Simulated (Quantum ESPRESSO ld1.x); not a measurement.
The numbers below are computed, except where a source is named.
Problem. In4+, configuration [Kr] 4d7 4f2 (not the ground configuration). Code: ld1.x of Quantum ESPRESSO 7.5. Model: scalar-relativistic Kohn-Sham, LDA (Slater exchange, Perdew-Wang correlation), spin-polarised, spherical densities, point nucleus; open shells are filled with parallel spins first. Some entries of the table are withheld. Estimate them.

orbital,occ.,eigenvalue (eV),<r^2> (bohr^2),<1/r> (bohr^-1)
1s up,1,-27788.3,0.001197,51.81
1s down,1,-27788.3,0.001197,51.81
2s up,1,-4219.21,0.01950,11.81
2s down,1,-4218.42,0.01950,11.81
2p up,3,-3796.20,0.01537,11.38
2p down,3,-3795.57,0.01537,11.38
3s up,1,-852.880,0.1393,4.178
3s down,1,-852.254,0.1392,4.179
3p up,3,-714.393,0.1400,3.982
3p down,3,-713.722,0.1399,3.983
3d up,5,-499.006,0.1248,3.757
3d down,5,-498.161,0.1247,3.758
4s up,1,-182.271,0.7892,1.661
4s down,1,-179.081,0.7871,1.665
4p up,3,-140.030,0.9205,1.517
4p down,3,-136.767,0.9186,1.519
4d up,5,-77.8788,1.321,1.243
4d down,2,-74.5660,1.324,1.244
5s up,0,-52.1281,4.370,0.6642
5s down,0,-49.4055,4.457,0.6575
5p up,0,-41.4728,5.613,(1)
5p down,0,-38.9691,5.797,(2)
5d up,0,-27.0108,(3),0.4500
5d down,0,-25.0843,(4),0.4327
4f up,2,-23.7889,(5),0.5892
4f down,0,-21.2534,(6),0.5523
5f up,0,-13.5851,25.34,0.3252
5f down,0,-12.6794,29.05,0.3085

Solution. 
(1) 5p up <1/r> (bohr^-1): 0.5822
(2) 5p down <1/r> (bohr^-1): 0.5725
(3) 5d up <r^2> (bohr^2): 9.420
(4) 5d down <r^2> (bohr^2): 10.12
(5) 4f up <r^2> (bohr^2): 5.795
(6) 4f down <r^2> (bohr^2): 6.769
